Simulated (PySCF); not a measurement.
## EPR parameters of C3H7FNSi

C₃H₇FNSi (doublet state).
Structure used (GFN2-xTB), in Å, numbered top down from 1:
```xyz
13
C3H7FNSi angstrom
F     -1.197    1.868    1.072
C     -0.533    1.133    0.099
C      0.891    0.922    0.412
Si     1.417   -0.776   -0.082
N     -0.195   -1.126   -0.589
C     -1.209   -0.234   -0.089
H     -0.639    1.734   -0.822
H      1.421    1.702    0.926
H      1.943   -1.560    1.047
H      2.289   -0.905   -1.253
H     -0.540   -2.038   -0.835
H     -1.608   -0.547    0.887
H     -2.046   -0.172   -0.792
```

The hyperfine couplings belong to this conformer and change with its torsions.

As a line formula: `F[C@H]1[CH][SiH2]NC1` [radical].

Computed with PySCF 2.14.0, UKS B3LYP, pcH-1 on C F H N Si, non-relativistic, mean-field spin-orbit, GIAO. Isolated species at its GFN2-xTB geometry (one conformer only). The geometry wasn't refined by DFT: couplings that depend on bond lengths, twists or pyramidal angles can differ widely from those at the functional's own minimum. Stability of the SCF solution: not tested.

```
g1, g2, g3                      : 2.00213, 2.00274, 2.00281
g_iso                           : 2.00256
Form of g                       : close to axial: the two nearest values differ by 11 % of g3 − g1
⟨S²⟩                            : 0.7536 (exact 0.7500)
α and β electrons               : 28, 27
HOMO–LUMO gap, α and β orbitals : 6.46, 3.94 eV
Total energy                    : -562.60044 Eh
Basis functions                 : 230
```

Isotropic coupling and dipolar principal values T1 to T3, in mT (MHz turned into mT with g_iso):

| atom | isotope | a_iso | of which spin–orbit | T1 | T2 | T3 | Mulliken spin population |
| --- | --- | --- | --- | --- | --- | --- | --- |
| F1 | 19F | 4.11 | 0.01 | -1.48 | -1.31 | 2.78 | 0.01 |
| C2 | 13C | -1.11 | 0.00 | -0.13 | -0.01 | 0.13 | -0.07 |
| C3 | 13C | 2.79 | 0.00 | -2.68 | -2.64 | 5.32 | 1.00 |
| Si4 | 29Si | 1.48 | 0.00 | -0.09 | -0.03 | 0.12 | -0.04 |
| N5 | 14N | 0.03 | 0.00 | -0.06 | -0.03 | 0.09 | 0.02 |
| C6 | 13C | 0.86 | 0.00 | -0.09 | -0.05 | 0.14 | 0.01 |
| H7 | 1H | 4.79 | 0.00 | -0.24 | -0.06 | 0.30 | 0.06 |
| H8 | 1H | -2.04 | 0.00 | -1.29 | -0.02 | 1.31 | -0.04 |
| H9 | 1H | 1.28 | 0.00 | -0.12 | -0.07 | 0.19 | 0.02 |
| H10 | 1H | 1.30 | 0.00 | -0.11 | -0.07 | 0.18 | 0.02 |
| H11 | 1H | -0.05 | 0.00 | -0.11 | -0.06 | 0.17 | 0.00 |
| H12 | 1H | -0.05 | 0.00 | -0.11 | -0.08 | 0.19 | 0.00 |
| H13 | 1H | -0.11 | 0.00 | -0.08 | -0.07 | 0.15 | 0.00 |

Largest spin populations (Mulliken): C3 (+1.00) and C2 (-0.07). No atom but C3 exceeds +0.15. The positive populations add up to 1.14 and the negative ones to -0.14, together 2S = 1. The angles at C3 add up to 359.8°, so it is planar; its axial dipolar tensor and the negative coupling of its proton fit spin in a p orbital normal to that plane.

Under fast tumbling the dipolar parts average out, and these isotropic splittings remain (the largest six): 1 × 1H (H7, I = 1/2, 2 lines) with 4.79 mT, 1 × 19F (F1, I = 1/2, 2 lines) with 4.11 mT, 1 × 1H (H8, I = 1/2, 2 lines) with 2.04 mT, 1 × 1H (H10, I = 1/2, 2 lines) with 1.30 mT, 1 × 1H (H9, I = 1/2, 2 lines) with 1.28 mT and 1 × 1H (H13, I = 1/2, 2 lines) with 0.11 mT.

The 13C coupling of C3 (78.2 MHz) shows only in satellite lines or after enrichment, since that isotope makes up about 1.07 % of natural carbon.

The 29Si coupling of Si4 (41.6 MHz) shows only in satellite lines or after enrichment, since that isotope makes up about 4.7 % of natural silicon.
